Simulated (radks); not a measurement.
Q: Spherical quantum dot in the effective-mass picture: electrons in a parabolic well V = omega^2 r^2 / 2 with omega unknown, all in effective atomic units (hartree* = m*/eps^2 hartree, bohr* = eps/m* bohr), one dielectric constant everywhere. Calculated with a radial shooting solver with Libxc functionals: non-relativistic Kohn-Sham, LDA (Slater exchange, Perdew-Wang correlation), spin-polarised, spherical densities. Levels are named by radial order and angular momentum (1s, 1p, 1d, 2s, ...), and open shells are averaged over m. Each electron was tried in the lowest free levels, single moves between levels near the top were tried too, and the lowest total energy was kept; such a search can miss a lower state. The values of mu = E(N) - E(N-1) (hartree*) for N = 2 to 12 are 3.3448, 5.4084, 6.0100, 6.6184, 7.3840, 7.9438, 8.5080, 10.219, 10.713, 11.205, 11.694. Estimate omega.

A: omega = 1.59 (effective atomic units). The first electron has mu near 1.5 omega without a central charge, and each new shell adds about omega plus the charging energy.
